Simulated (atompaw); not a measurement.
## Mo: one change to a PAW (atompaw) potential, before and after

| Quantity | Value |
| --- | --- |
| Element | molybdenum (Mo) |
| Generator | atompaw 4.2.0.5 |
| Type | PAW |
| Functional | PBE |
| Relativity | scalar-relativistic |
| Frozen core | [Kr] |
| Valence charge | 6 |
| Reference configuration | 4d4 5s2 5p0 |
| Partial waves | 5s (bound): rc 2.65 bohr; 5s channel at 0.05 Ry: rc 3.00 bohr; 5p (bound, empty): rc 3.00 bohr; 5p channel at 0.4 Ry: rc 3.00 bohr; 4d (bound): rc 3.00 bohr; 4d channel at -0.05 Ry: rc 3.00 bohr |
| Local potential | vpsmatchnc scheme with l = 3 at 0.5 Ry, radius 2.85 bohr |
| Core correction | smooth core density matched at 2.45 bohr |
| Augmentation charge | sinc compensation charge, radius 2.45 bohr; PAW radius 3.00 bohr; waves and projectors: custom rrkj vanderbiltortho |

Change: all radii scaled by about 0.96 (s 2.54, p 2.88, d 2.88 bohr); local potential vpsmatchnc scheme with l = 3 at 0.5 Ry, radius 2.74 bohr; augmentation sinc compensation charge, radius 2.34 bohr; PAW radius 2.88 bohr; waves and projectors: custom rrkj vanderbiltortho; core correction smooth core density matched at 2.34 bohr.

Cutoffs: the cutoffs (Ry, on a coarse ladder) from which the occupation-weighted sum of valence levels, in a spherical-Bessel basis at the reference potential, stays within 10 and 1 mRy of its value at 400 Ry; they do not see the model core or the augmentation charge, which bear on the density cutoff.

Question: What does the change do?

Answer: The potential gets harder (10 Ry and 18 Ry → 12 Ry and 18 Ry); both files keep a bound ghost (d, p, s). A smaller radius makes the pseudo-wave follow the all-electron one further in, where it bends more sharply, so more plane waves are needed.

```tsv
quantity	base	changed
cutoff, loose	10 Ry	12 Ry
cutoff, tight	18 Ry	18 Ry
loose cutoff by channel (10 mRy a level)	s 6 Ry, d 8 Ry	s 6 Ry, d 10 Ry
bound ghosts	s, p, d	s, p, d
lowest overlap eigenvalue by channel	s 0.03, p 0.54, d 0.09	s 0.01, p 0.60, d 0.62
```

 A true bound ghost makes a file unfit for plane-wave use even where its test errors are small: the radial tests pick states by their node count and pass the ghost by. The cutoffs see the waves, projectors and local potential, not the compensation charge or the core.
